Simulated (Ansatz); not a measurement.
Species: BBrI₂, SMILES `BrB(I)I` (charge 0, multiplicity 1).

Q: Give a relaxed geometry from B3LYP-D3(BJ)/def2-TZVP (Ansatz, an electronic-structure program).

A: the end point of this relaxation (outside a Z-matrix the atoms follow the SMILES, hydrogens last).
Z-matrix (Å, degrees):
```
B
Br 1 1.9062
I 1 2.1262 2 119.87
I 1 2.1262 2 119.87 3 180.00
```
